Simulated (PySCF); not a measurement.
C2H6Zn, SMILES [CH3][Zn][CH3] (connectivity only; charge and spin as stated), charge +1, multiplicity 2.

Geometry optimised at PBE0-D3(BJ)/def2-SVP. The multiplicity is an assumed one; other spin states were not compared. The isomer is the one that the SMILES or the coordinates give; other isomers of the formula were not compared.

These are PBE/def2-TZVPD run with PySCF values and carry that method's errors.

Gas-phase values at a fixed geometry.

total energy: -1858.53420 hartree
point group: D3d
α spin, highest occupied and lowest empty level: -12.64 and -6.52 eV
β spin, highest occupied and lowest empty level: -13.28 and -11.41 eV
dipole moment about the centre of nuclear charge: 0.00 D
mean static polarisability: 61.5 bohr³ (9.11 Å³)
polarisability, principal values: 37.5, 37.5, 109.4 bohr³
⟨S²⟩: 0.758 (pure state 0.75)
